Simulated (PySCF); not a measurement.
The vertical singlet excitations below were computed for one of the candidates. Theory: TDDFT PBE0/def2-SVPD, vertical, gas phase, core orbitals frozen in the response in PySCF. Geometries: GFN2-xTB, one conformer each.

| state | E (eV) | λ (nm) | f |
| --- | --- | --- | --- |
| S1 | 5.34 | 232.2 | 0.0037 |
| S2 | 5.98 | 207.5 | 0.012 |
| S3 | 6.25 | 198.3 | 0.0042 |
| S4 | 6.56 | 188.9 | 0.013 |
| S5 | 6.77 | 183.1 | 0.017 |
| S6 | 6.89 | 180.0 | 0.0083 |

Triplets computed (Tamm–Dancoff): 5.09, 5.68 eV.

Orbital energies (eV): HOMO-3 -9.49, HOMO-2 -9.30, HOMO-1 -8.43, HOMO -6.73, LUMO -0.09, LUMO+1 0.38, LUMO+2 0.58.

Question: Which candidate is it? All have the formula C3H13NSi2.
A. `NCCC([SiH3])[SiH3]`
B. `CN[SiH2]CC[SiH3]`
C. `CC(C)N[SiH2][SiH3]`

Answer: C. Its S1, at 5.34 eV, is the lowest among the candidates; the nearest of the others has S1 at 5.78 eV. S1 is HOMO→LUMO (98%). Löwdin shares by element: HOMO nitrogen 54%, carbon 14% or more, silicon 11% or more (atoms not listed hold the other 21%); LUMO silicon 54%, hydrogen 18% or more (atoms not listed hold the other 29%). At the same level the other candidates give, for their lowest levels:
- `NCCC([SiH3])[SiH3]`: 6.16 eV (f 0.021); 6.77 eV (f 0.003); 6.87 eV (f 0.002); 7.15 eV (f 0.004); 7.19 eV (f 0.009); T1 5.93 eV; HOMO -7.01, LUMO 0.31 eV
- `CN[SiH2]CC[SiH3]`: 5.78 eV (f 0.004); 6.13 eV (f 0.002); 6.75 eV (f 0.015); 6.85 eV (f 0.015); 6.99 eV (f 0.001); T1 5.53 eV; HOMO -6.68, LUMO 0.34 eV

The values belong to the conformer `[CH3:1][CH:2]([CH3:3])[NH:4][SiH2:5][SiH3:6]`: C1–C2–N4–Si5 -89°, C2–N4–Si5–Si6 -175°.
